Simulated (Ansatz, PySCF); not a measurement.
Gas-phase reaction (SMILES): NB(Cl)Cl + [H][H] (H2) -> ClBCl [dichloroborane] + N (NH3); hydrogen cleaves one B-N bond, a model of a ligand-exchange step.

Each molecule is optimised on its own at B3LYP-D3(BJ)/def2-TZVP (Ansatz, an electronic-structure program), one conformer each, not searched for the lowest. Cores are frozen in the correlated levels unless marked. Spin-orbit coupling is left out. Non-relativistic. Basis-set limits of correlation are two-point, X^-3; Hartree-Fock from the larger set. Thermal terms are rigid-rotor harmonic-oscillator values from B3LYP-D3(BJ) frequencies (Ansatz or PySCF) at 298.15 K and 1 atm. 1 Eh = 627.5095 kcal/mol.

| species | E, CCSD(T)/CBS(aug-cc-pV(T+d)Z,aug-cc-pV(Q+d)Z) (Ansatz) (Eh) | E, PBE-D3(BJ)/def2-TZVPD (Ansatz + dftd3) (Eh) | H - E (Eh) | G - E (Eh) |
|---|---|---|---|---|
| NB(Cl)Cl | -1000.38391 | -1000.92716 | 0.03939 | 0.00600 |
| [H][H] (H2) | -1.17444 | -1.16598 | 0.01336 | -0.00144 |
| ClBCl | -945.01491 | -945.54282 | 0.01930 | -0.01115 |
| N (NH3) | -56.50411 | -56.51114 | 0.03799 | 0.01614 |

**Question.** Work out ΔE and ΔH, ΔG, ΔS and the equilibrium constant at 298.15 K at the first level, then ΔH at the second.

**Answer.** 
1. ΔE = [(-945.01491) + (-56.50411)] - [(-1000.38391) + (-1.17444)] = 0.03933 Eh = 24.7 kcal/mol at CCSD(T)/CBS(aug-cc-pV(T+d)Z,aug-cc-pV(Q+d)Z).
2. The terms H - E add up to 0.00454 Eh, so ΔH = (0.03933 + (0.00454))×627.5095 = 27.5 kcal/mol.
3. The terms G - E add up to 0.00043 Eh, so ΔG = 24.9 kcal/mol, and ΔS = (0.00454 - (0.00043))×627509.5/298.15 = 8.7 cal/(mol K).
4. log10 K = -ΔG/(RT ln 10) = -18.3, with RT ln 10 = 1.3642 kcal/mol.
5. At PBE-D3(BJ)/def2-TZVPD the same steps give ΔE = 24.6 and ΔH = 27.4 kcal/mol, a shift of -0.1 from the first level.
6. These values are not checked against measurement here, since the tables used lack a sound gas-phase enthalpy of formation for at least one species.
